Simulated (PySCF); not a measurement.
**Bi: ionisation energy**

Bi [Xe] 4f14 5d10 6s2 6p3 (4S) → Bi⁺ [Xe] 4f14 5d10 6s2 6p2 (3P), as a difference of total energies. Calculation: PySCF 2.14, in x2c-QZVPPall; scalar relativity by spin-free X2C-1e. The calculations carry no spin-orbit coupling.

```tsv
method	ionisation energy (eV)
UHF	8.217
BHandHLYP	8.488
BP86	8.691
```

Spin-orbit coupling is strong in these open shells (close to jj coupling). The scalar numbers leave it out and a first-order estimate fails, so it can dominate the gap to the real levels.

For comparison: 7.286 eV (measured; NIST Atomic Spectra Database, ionization energies).
